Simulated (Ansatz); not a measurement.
Reaction (silylene loss): `N[SiH]([SiH3])[InH2]` → `N[SiH2][InH2]` + `[SiH2]`

Computed with Ansatz on PBE0-D4/def2-TZVP structures; ΔE is electronic, products minus reactants. CCSD(T)/CBS is the MP2 limit (def2-TZVPP, def2-QZVPP) plus CCSD(T) − MP2 in def2-TZVPP, frozen cores. This one scheme is used for every species. Functionals use def2-TZVPP. B3LYP here is the variant with VWN-RPA as its local correlation; programs differ in this. def2 core potentials past Kr. For In outer-core shells are correlated without core-valence functions, which leaves a few kJ/mol of doubt a bond. One conformer a species, not always the lowest.

`N[SiH]([SiH3])[InH2]`:

Z-matrix (Å, degrees):
```
Si
Si 1 2.343
In 1 2.593 2 108.4
N 1 1.739 2 108.3 3 -129.7
H 1 1.494 2 107.6 3 115.9
H 2 1.489 1 109.3 3 -49.5
H 2 1.492 1 109.6 3 68.2
H 2 1.488 1 113.0 3 -171.2
H 3 1.737 1 121.5 2 -115.3
H 3 1.735 1 122.3 2 63.7
H 4 1.009 1 118.0 2 -164.6
H 4 1.009 1 118.2 2 59.6
```

`N[SiH2][InH2]`:

```xyz
9

N     1.404   -0.289   -0.936
Si    0.509    0.648    0.208
In   -1.839   -0.371    0.469
H     1.330   -1.293   -0.917
H     2.333   -0.005   -1.204
H     0.446    2.044   -0.309
H     1.140    0.766    1.565
H    -2.144   -2.018    0.015
H    -3.178    0.518    1.109
```

`[SiH2]`:

Cartesian coordinates in Å:
```
Si 0.385 -0.069 0.595
H 0.473 -0.660 -0.809
H -0.858 0.729 0.214
```

Question: Is it downhill or uphill in electronic energy at CCSD(T)/CBS, and by how much? (Best estimate.)

Answer: The calculation gave: Uphill: ΔE = +237.5 kJ/mol.

Question: What do these levels give: LDA (SPW92), revPBE-D4, PBE0-D4, r2SCAN0-D4, BHLYP-D4, ωB97M-V, PBE, BLYP, B3LYP, CCSD(T)/def2-SVP, HF/def2-TZVPP, MP2/def2-QZVPP? (Best estimate.)

Answer: Computed: LDA (SPW92) 277.0, revPBE-D4 248.8, PBE0-D4 258.0, r2SCAN0-D4 261.5, BHLYP-D4 239.6, ωB97M-V 227.1, PBE 245.8, BLYP 210.9, B3LYP 220.3, CCSD(T)/def2-SVP 220.0, HF/def2-TZVPP 204.6, MP2/def2-QZVPP 249.6 kJ/mol.

Question: What do rigid-rotor, harmonic-oscillator terms from PBE0-D4/def2-TZVP frequencies (298.15 K, 1 bar) make of the CCSD(T)/CBS value? (Estimate.)

Answer: Computed: ΔZPE = -13.2 kJ/mol, ΔH = +226.5 kJ/mol, ΔS = 136 J/(mol·K), ΔG = +186.1 kJ/mol.

Largest T1 diagnostic among the species: 0.014.

Leaving LDA and LC-ωPBE aside and taking each functional with its dispersion term where it has one, the values, not all of them listed here, spread over 35.8 kJ/mol, from ωB97M-V to r2SCAN-D4. LDA lies +31.2 kJ/mol from PBE without D4. The D4 term adds +14.9 kJ/mol with B3LYP and +8.3 kJ/mol with PBE0; it sums over pairs of atoms, weighted by their polarisabilities, and B3LYP, whose exchange is more repulsive, gets the larger term.
